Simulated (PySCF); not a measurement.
**Polarisability and C₆ of Hf²⁺ (hafnium, charge +2)**

[Xe] 4f14 5d2, high-spin 3F determinant. Computed with PySCF 2.14 in def2-QZVPPD with the def2 core potential (60 electrons) (7s6p4d3f2g, 84 functions), with a scalar-relativistic core potential. Coupled (time-dependent) response in atomic units; α is the mean over directions.

```json
{"method": "CAM-B3LYP", "mean α (bohr³)": "14.68", "α xx, yy, zz": "14.68, 14.68, 14.68", "C₆ (like pair)": "73.36", "S(−4)": "181.8"}
{"method": "r2SCANh", "mean α (bohr³)": "15.13", "α xx, yy, zz": "15.35, 15.35, 14.69", "C₆ (like pair)": "77.66", "S(−4)": "178.1"}
```

S(−4) is the Cauchy moment in α(ω) = α(0) + S(−4) ω² + …

Spin-orbit coupling is absent.

α(iu) at r2SCANh:

```csv
u (hartree),α(iu) (bohr³)
0,15.13
0.0500,14.71
0.100,13.65
0.200,11.11
0.300,9.119
0.500,6.642
0.750,4.887
1.00,3.786
1.50,2.460
2.00,1.705
3.00,0.9323
5.00,0.3883
```

For an ion, C₆ is the dispersion term alone; charge-induced terms of lower order in 1/R come first.

The components differ because the open shell of this determinant is not spherical; for a pure term their mean is the scalar polarisability.

Energies and moments cover only the electrons outside the core potential. Spin-orbit coupling, absent here, splits the open shell strongly.
